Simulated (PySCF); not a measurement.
**Correlation energy of Mn (manganese, neutral)**

[Ar] 3d6 4s1, high-spin 6D determinant (an excited configuration). Computed with PySCF 2.14 in x2c-TZVPPall with one added diffuse shell each of s, p, d, f type (7s6p5d3f1g, 80 functions), with the spin-free X2C one-electron Hamiltonian (Gaussian nucleus). Frozen: [Ar]; 7 electrons correlated.

```
  level  correlation energy (mhartree)
   CCSD                        -163.98
    (T)                          -7.63
CCSD(T)                        -171.61
```

Diagnostics: T1 = 0.026, D1 = 0.0534, largest double amplitude 0.030.

Q: Is a single reference adequate?

A: Yes: T1 lies below 0.03 and no double amplitude reaches 0.07.
